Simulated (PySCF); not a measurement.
CH$_{3}$AlF (SMILES [CH3][Al][F]), doublet, at a GFN2-xTB geometry (such geometries of metal compounds can be far from the true shape) (the spin is typed, not shown lowest). Base run: PySCF with B3LYP/6-31G*.

Here is a job for PySCF.
```python
from pyscf import gto, scf, dft

mol = gto.Mole()
mol.atom = '''
    Al    0.440025   -0.099775    0.263339
    C    -0.053337    1.407430   -0.997494
    H    -0.866122    2.024723   -0.605639
    H    -0.370417    1.041093   -1.977514
    H     0.810400    2.058143   -1.151125
    F    -0.552685   -1.363497    0.699537
'''
mol.basis = '6-31g*'
mol.charge = 0
mol.spin = 1
mol.verbose = 4
mol.build()

mf = dft.UKS(mol)
mf.xc = 'b3lyp'
mf.kernel()
```

The base run was repeated with changes; each row names its change, and settings that it needs were set with it.

```
change                                       E (Eh)  HOMO (eV)  dipole (D)  <S^2>  core-seconds (rough)
---------------------------------------  ----------  ---------  ----------  -----  --------------------
base                                     -382.21772      -5.18        1.74  0.753                     5
functional = wb97x_v                     -382.10273      -7.50        1.65  0.753                   100
functional = mn15                        -381.93249      -5.48        1.64  0.751                     8
functional = hf                          -380.99951      -8.15        1.80  0.758                   0.9
functional = tpss                        -382.22804      -4.54        1.61  0.752                    10
functional = b3lyp; dispersion = d3zero  -382.21867      -5.18        1.74  0.753                     6
functional = blyp                        -382.16105      -4.17        1.68  0.752                     5
functional = x3lyp                       -382.12785      -5.21        1.75  0.753                     6
functional = m06                         -382.11858      -5.18        1.89  0.751                     8
functional = o3lyp                       -382.13696      -4.78        1.70  0.752                     6
functional = tpssh                       -382.20945      -4.96        1.64  0.753                    10
functional = lda,vwn                     -380.11474      -4.35        1.80  0.751                     3
functional = pbe; dispersion = d3zero    -381.90162      -4.38        1.69  0.752                     5
```

Totals shift with the method and basis; they matter in differences.

Open shells are given as the SCF converged; they aren't shown to be the lowest states, and a large step between rows can be another state.
